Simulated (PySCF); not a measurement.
## Correlation energy of B (boron, neutral)

[He] 2s1 2p1 3d1, one real determinant (an excited configuration). Computed with PySCF 2.14 in dyall-av3z (15s9p3d2f, 71 functions), with the non-relativistic Hamiltonian (point nucleus). Frozen: 1s2; 3 electrons correlated; the 13 highest virtual orbitals of each spin left out.

```json
{"level": "CCSD", "correlation energy (mhartree)": "-10.82"}
{"level": "(T)", "correlation energy (mhartree)": "-0.17"}
{"level": "CCSD(T)", "correlation energy (mhartree)": "-10.99"}
```

Diagnostics: T1 = 0.0080, D1 = 0.0178, largest double amplitude 0.055.

Question: Is a single reference adequate?

Answer: Yes: T1 lies below 0.03 and no double amplitude reaches 0.07.

The reference is one real determinant that mixes LS terms of this configuration.
